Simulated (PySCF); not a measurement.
## Where the electron goes

Species: C7H4O2.
SMILES with atom numbers: `[CH:1]#[C:2][c:3]1[cH:4][cH:5][cH:6][o:7][c:8]1=[O:9]` (hydrogens: H10 on C1; H11 on C4; H12 on C5; H13 on C6)

Geometry (GFN2-xTB, Å), atoms numbered from 1 in this order:
```xyz
13
C7H4O2 angstrom
C      3.046    0.940   -0.144
C      1.895    0.600   -0.109
C      0.542    0.203   -0.072
C      0.058   -0.661    0.865
C     -1.314   -1.021    0.849
C     -2.102   -0.487   -0.108
O     -1.658    0.359   -1.037
C     -0.339    0.764   -1.097
O     -0.022    1.530   -1.969
H      4.050    1.241   -0.181
H      0.715   -1.072    1.617
H     -1.716   -1.701    1.580
H     -3.158   -0.694   -0.211
```

The calculation used PySCF 2.14.0, density-fitted response routines, TDDFT wB97X-D/def2-SVPD, vertical, gas phase, core orbitals frozen in the response.

Kohn–Sham orbitals with the atoms that hold most of them (Löwdin shares over 4%, at most four atoms; ? is withheld):

| orbital | ε (eV) | atoms |
| --- | --- | --- |
| LUMO+2 | 1.99 | C5 18%, C6 16%, C4 14%, H12 10% |
| LUMO+1 | 1.40 | C8 25%, O9 20%, C5 13%, C6 10% |
| LUMO | ? | ? |
| HOMO | -8.60 | ? |
| HOMO-1 | -10.23 | C1 28%, C2 27%, O9 19%, C3 8% |
| HOMO-2 | -10.29 | O9 51%, C2 16%, C1 14%, C8 6% |
| HOMO-3 | -10.60 | C2 23%, C1 22%, C5 14%, O7 10% |

(1) Which atoms hold the HOMO, and with what shares?

(2) Give the leading atoms of the LUMO.

(3) What is the LUMO energy, and the HOMO–LUMO gap?

Answers

(1) C1 (bonded to C and H) 15%; C3 (bonded to 3 C) 15%; C6 (bonded to C, O and H) 14%; C5 (bonded to 2 C and H) 12%.

(2) C4 (bonded to 2 C and H) 23%; C6 (bonded to C, O and H) 17%; C3 (bonded to 3 C) 16%; O7 (bonded to 2 C) 10%. By element: carbon 56% or more, oxygen 10% or more.

(3) ε(LUMO) = -0.63 eV; the gap is 7.97 eV (0.2930 hartree).

Q: How does S1 compare with the orbital gap of 7.97 eV?

A: S1 is at 4.18 eV (f = 0.273), 3.80 eV below the gap, made of HOMO→LUMO (96%). Without the coupling terms of the response equations the lowest excitation would equal the gap.

Next come S2 at 4.95 eV (f 0.0001), HOMO-1→LUMO (66%), HOMO-2→LUMO (22%); S3 at 5.13 eV (f 0.0000), HOMO-2→LUMO (65%), HOMO-1→LUMO (26%); S4 at 5.71 eV (f 0.040), HOMO-3→LUMO (58%), HOMO→LUMO+1 (32%); S5 at 6.13 eV (f 0.132), HOMO→LUMO+1 (60%), HOMO-3→LUMO (33%).

Löwdin shares depend on the basis, the more so with diffuse functions.

Hardware: an x86-64 server with one thread, no GPU, on a shared host. Cost: 31 s wall.
